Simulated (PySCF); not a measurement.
Potential energy curve for CF, doublet.

Computed with: UHF/cc-pVTZ (PySCF); UKS-CAM-B3LYP = unrestricted CAM-B3LYP/cc-pVTZ (PySCF); ROHF/cc-pVTZ (PySCF).

Magnitude of the dipole moment (D; its direction can reverse along the curve, and a method can change to another solution) and Mulliken charge of the fragment that holds C1:

```csv
R / Å,μ UHF,q UHF,μ UKS-CAM-B3LYP,q UKS-CAM-B3LYP,μ ROHF,q ROHF
1.02,1.95,-0.24,2.10,-0.34,1.96,-0.25
1.09,1.55,-0.13,1.74,-0.23,1.55,-0.13
1.15,1.19,-0.04,1.43,-0.14,1.19,-0.04
1.19,0.94,0.01,1.21,-0.09,0.95,0.01
1.22,0.76,0.05,1.05,-0.05,0.76,0.05
1.27,0.44,0.11,0.77,0.01,0.44,0.11
1.31,0.18,0.15,0.54,0.05,0.18,0.15
1.34,0.02,0.18,0.36,0.07,0.02,0.18
1.38,0.28,0.22,0.13,0.11,0.28,0.22
1.45,0.75,0.27,0.28,0.16,0.76,0.27
1.59,1.70,0.37,1.08,0.25,1.71,0.37
1.71,2.48,0.43,1.74,0.30,2.51,0.43
```

The scan ran from 1.02 to 5.09 Å; beyond the distances shown one of the unrestricted levels run for this scan, shown here or not, changes its spin distribution in one step.
